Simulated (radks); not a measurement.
Question: The mean radii <r> (bohr) of the occupied orbitals of an atom or ion are listed with their occupations. Method: scalar-relativistic Kohn-Sham, PBEsol, spin-polarised, spherical densities, point nucleus; computed with a radial shooting solver on a logarithmic mesh with Libxc functionals.

orbital  occ.      <r>
1s up       1  0.02723
1s down     1  0.02723
2s up       1   0.1172
2s down     1   0.1172
2p up       3   0.1025
2p down     3   0.1025
3s up       1   0.3143
3s down     1   0.3142
3p up       3   0.3123
3p down     3   0.3122
3d up       5   0.2887
3d down     5   0.2887
4s up       1   0.7394
4s down     1   0.7390
4p up       3   0.7910
4p down     3   0.7895
4d up       5   0.9147
4d down     5   0.9067
5p up       3    2.035
6p up       2    4.466

Name the element and its charge. Open shells, if any, are filled with parallel spins first.

Answer: Z = 53, iodine, charge +2: I2+ in [Kr] 4d10 5p3 6p2. The 1s radius gives Z: for a bare nucleus <r> = (2 gamma + 1)/(2Z) with gamma = sqrt(1 - (Z/c)^2), 0.02683 bohr for Z = 53, and screening makes it slightly larger (0.02723 here). The occupations add up to 51, and the charge is Z minus that.
